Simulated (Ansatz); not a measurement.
`[F][Hf]([F])([F])[F]` + HBr → `[F][Hf]([F])([F])[Br]` + H–F at 500 K and 1 bar (ligand exchange at the Hf–F bond).

Program: Ansatz. Geometries: PBE0-D4/def2-TZVP. ΔE: electronic, gas phase. CBS: MP2 limit from def2 TZ/QZ plus the TZ coupled-cluster correction, frozen cores. This one scheme is used for every species. def2 core potentials past Kr. For Br, Hf outer-core shells are correlated without core-valence functions, which leaves a few kJ/mol of doubt a bond. Scalar relativity is left out up to krypton.

```csv
species,CCSD(T)/CBS energy (Eh),H − E (kJ/mol),S (J/(mol·K))
`[F][Hf]([F])([F])[F]`,-447.40567,59.2,377.0
HBr,-2573.91920,30.5,213.7
`[F][Hf]([F])([F])[Br]`,-2920.92444,58.1,413.4
H–F,-100.39570,39.4,188.7
```

H − E and S are ideal-gas, rigid-rotor, harmonic terms from PBE0-D4/def2-TZVP. 1 Eh = 2625.50 kJ/mol, R = 8.31446 J/(mol·K).

Question: By hand: ΔE, ΔH, ΔS and ΔG.

Answer: ΔE = (-2920.92444) + (-100.39570) − (-447.40567) − (-2573.91920) = 0.00473 Eh = 12.4 kJ/mol. Δ(H − E) = 58.1 + 39.4 − 59.2 − 30.5 = 7.8, so ΔH = 20.2 kJ/mol. ΔS = 413.4 + 188.7 − 377.0 − 213.7 = 11.4 J/(mol·K). ΔG = 20.2 − 500 × (11.4)/1000 = 14.5 kJ/mol.

Question: By hand: the equilibrium constant, and the temperature at which ΔG would vanish if ΔH and ΔS stayed fixed.

Answer: log₁₀ K = −ΔG/(RT ln 10) = -1.5. ΔG = 0 at ΔH/ΔS = 1772 K, though so small a ΔS makes that figure unsure.

The number of gas molecules stays the same, so ΔS is small and ΔH decides. A doubt of 5 kJ/mol in ΔE shifts log₁₀ K by 0.5 here. These are equilibria of isolated gas molecules and say nothing of rates. Largest T1 diagnostic: 0.016 (customary marks: 0.02 for closed shells, 0.045 for open ones).
